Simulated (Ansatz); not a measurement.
This geometry of Cl2FH3NOTa + ClH (11 atoms, charge 0, multiplicity 1) is a first-order saddle point.

The calculation used Ansatz 0.2.0, RHF/def2-SVP.

```xyz
11
Properties=species:S:1:pos:R:3
Ta -0.097 -0.188 -0.244
O 1.942 -0.035 -0.228
H 2.453 0.413 0.434
F 0.096 -0.375 1.626
Cl -0.102 0.292 -2.548
N -0.761 1.584 0.129
H -0.942 1.894 1.069
H -1.049 2.256 -0.560
Cl -1.985 -1.558 -0.278
Cl 1.403 -2.579 -0.674
H 2.101 -1.316 -0.440
```

Q: Which two structures does it join? (They come from a converged band through this point; their orientation in space is the band's.)

A: Bonds broken: Cl10–H11. Bonds formed: Ta1–Cl10, O2–H11. Cl2FH3NOTa + ClH becomes Cl3FH4NOTa.

Initial state:

```xyz
11
Properties=species:S:1:pos:R:3
Ta -0.244 0.113 0.018
O 1.620 -0.190 0.068
H 2.322 -0.012 0.678
F -0.248 0.208 1.908
Cl -0.268 0.342 -2.337
N -0.944 1.930 0.141
H -1.101 2.376 1.028
H -1.179 2.522 -0.635
Cl -1.725 -1.688 0.045
Cl 2.409 -3.234 -1.420
H 2.418 -1.978 -1.208
```

Final state:

```xyz
11
Properties=species:S:1:pos:R:3
Ta -0.269 -0.530 -0.265
O 1.957 0.061 -0.250
H 2.281 0.856 0.151
F 0.053 -0.680 1.589
Cl -0.267 0.095 -2.548
N -0.543 1.376 0.150
H -0.561 1.721 1.094
H -0.703 2.107 -0.518
Cl -2.413 -1.393 -0.186
Cl 0.897 -2.608 -0.675
H 2.625 -0.615 -0.255
```

Q: How far does it lie above each of them?

A: 65.2 kJ/mol above the first and 118.7 kJ/mol above the second. This is the barrier of this one path; another mechanism may lie lower. The orbitals stay closed-shell, which can raise the energy where a bond breaks towards radicals; this wasn't checked here.

Run time: 5.6 min on 4 threads of Arm Neoverse V1, on a shared host, peak memory 0.48 GiB.
